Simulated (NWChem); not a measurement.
The numbers come from NWChem runs, not from measurements. System: HO4S, charge 1, spin multiplicity 3, at the geometry of a parent with another charge or spin, in a state set for the comparison that need not be this species' ground state. Its SCF solution wasn't tested for a lower state. Level: UB2PLYP/def2-SVPD, 9 core orbitals frozen.

Job file:

```
start mol
memory heap 200 mb stack 900 mb global 1100 mb
charge 1
geometry units angstroms nocenter noautoz
  O      0.887316    -0.358406     1.148731
  S     -0.050978    -0.108639     0.000000
  O      0.887316    -0.358406    -1.148731
  O     -1.326174    -0.779861     0.000000
  O     -0.399646     1.465875     0.000000
  H      0.425147     1.984612     0.000000
  symmetry group Cs
end
basis spherical
  * library def2-svpd
end
dft
  xc hfexch 0.53 becke88 0.47 lyp 0.73 mp2 0.27
  dftmp2
  odft
  mult 3
  semidirect memsize 60000000 filesize 0
  iterations 100
end
mp2
  freeze core 9
end
task dft energy
```

Part of the output:

```
             Northwest Computational Chemistry Package (NWChem) 7.3.0
             --------------------------------------------------------

                                NWChem Input Module
                                -------------------

 Scaling coordinates for geometry "geometry" by  1.889725989
 (inverse scale =  0.529177249)

 Turning off AUTOSYM since
 SYMMETRY directive was detected!

                             Geometry "geometry" -> ""
                             -------------------------

 Output coordinates in angstroms (scale by  1.889725989 to convert to a.u.)

  No.       Tag          Charge          X              Y              Z
 ---- ---------------- ---------- -------------- -------------- --------------
    1 O                    8.0000     0.88731600    -0.35840600     1.14873100
    2 S                   16.0000    -0.05097800    -0.10863900     0.00000000
    3 O                    8.0000     0.88731600    -0.35840600    -1.14873100
    4 O                    8.0000    -1.32617400    -0.77986100     0.00000000
    5 O                    8.0000    -0.39964600     1.46587500     0.00000000
    6 H                    1.0000     0.42514700     1.98461200     0.00000000

 Effective nuclear repulsion energy (a.u.)     274.2897330713

            Nuclear Dipole moment (a.u.)
            ----------------------------
        X                 Y               Z
 ---------------- ---------------- ----------------
    -0.0000094486     0.0000075589     0.0000000000

      Symmetry information
      --------------------

 Group name             Cs
 Group number              2
 Group order               2
 No. of unique centers     5

      Symmetry unique atoms

     1    2    4    5    6


 Summary of "ao basis" -> "" (spherical)
 ------------------------------------------------------------------------------
       Tag                 Description            Shells   Functions and Types
 ---------------- ------------------------------  ------  ---------------------
 *                         def2-svpd                  on all atoms

  dft_input: which_mp2 not specified, using semidirect MP2 by default.
[...]
  mp2_memr nvloc                   102
  nvloc new                   102
   1 passes of  16:        3145728                      74519                  45056154.
   1 passes of  16: M     44322491           G      144146942           F      41176763.
  mp2_memr nvloc                   102
  nvloc new                   102
   2 passes of   8:        3145728                      53711                  22541898.
   2 passes of   8: M     44322491           G      144146942           F      41176763.

 Semi-direct pass number   1 of   2  for UHF alpha       at       19.3s
  vrange nnbf                  8115
  mp2_eaftype                    85  avail_ma_in_mb                   386
 EAF : mp2_eaftype filesize          85   11270949.
  mp2_eaf for mointskh                     85
Node 0 wrote     53.0 Mb in      0.0 s     Agg I/O rate:  1402.3 Mb/s
 Done moints_semi at       22.2s
  mp2_eaftype                    85  avail_ma_in_mb                   386
 EAF : mp2_eaftype filesize          85   11270949.
  mp2_eaf for kh                    85
 Done maket at       22.3s
 Semi-direct pass number   2 of   2  for UHF alpha       at       22.3s
  vrange nnbf                  8115
  mp2_eaftype                    85  avail_ma_in_mb                   386
 EAF : mp2_eaftype filesize          85   11270949.
  mp2_eaf for mointskh                     85
Node 0 wrote     53.0 Mb in      0.0 s     Agg I/O rate:  1069.0 Mb/s
 Done moints_semi at       25.1s
  mp2_eaftype                    85  avail_ma_in_mb                   386
 EAF : mp2_eaftype filesize          85   11270949.
  mp2_eaf for kh                    85
 Done maket at       25.3s
 Done multipass loop at       25.3s

 GA uses MA = F    GA memory limited = T

 Available:
  local mem=  4.43D+07
 global mem=  1.44D+08
 local disk=  0.00D+00
  mp2_memr nvloc                   104
  nvloc new                   104
   1 passes of  14:        3145728                      70031                  40200138.
   1 passes of  14: M     44322491           G      144146942           F      41176763.

 Semi-direct pass number   1 of   1  for UHF beta        at       25.3s
  vrange nnbf                  8115
  mp2_eaftype                   153  avail_ma_in_mb                   386
 EAF : mp2_eaftype filesize         153   20100069.
  mp2_eaf for mointskh                    153
Node 0 wrote     94.5 Mb in      0.1 s     Agg I/O rate:  1590.9 Mb/s
 Done moints_semi at       28.3s
  mp2_eaftype                   153  avail_ma_in_mb                   386
 EAF : mp2_eaftype filesize         153   20100069.
  mp2_eaf for kh                   153
 Done maket at       28.5s
 Done multipass loop at       28.5s

          -------------------------------------------
          DFT energy                    -698.063203202924
          Unscaled MP2 energy             -1.138126068818
          Total DFT+MP2 energy          -698.370497241505
          -------------------------------------------

 -----------------------
 Performance information
 -----------------------

 Timer overhead =  9.86D-08 seconds/call

               Nr. of calls         CPU time (s)                 Wall time (s)                GFlops
             ---------------    -------------------     ------------------------------   -------------------
Name         Min   Avg   Max    Min     Avg     Max     Min     Avg     Max   Mx/calls   Min     Max     Sum
mp2: moin     3     3     3    8.7     8.7     8.7      8.7     8.7     8.7     2.9      0.0     0.0     0.0
mp2: make     3     3     3   0.53    0.53    0.53     0.53    0.53    0.53    0.18      0.0     0.0     0.0
mp2: tota     1     1     1    9.3     9.3     9.3      9.3     9.3     9.3     9.3      0.0     0.0     0.0

 The average no. of pstat calls per process was 7.00D+00
 with a timing overhead of 6.90D-07s

 Task  times  cpu:       28.5s     wall:       28.5s

 Total times  cpu:       28.6s     wall:       28.6s
```
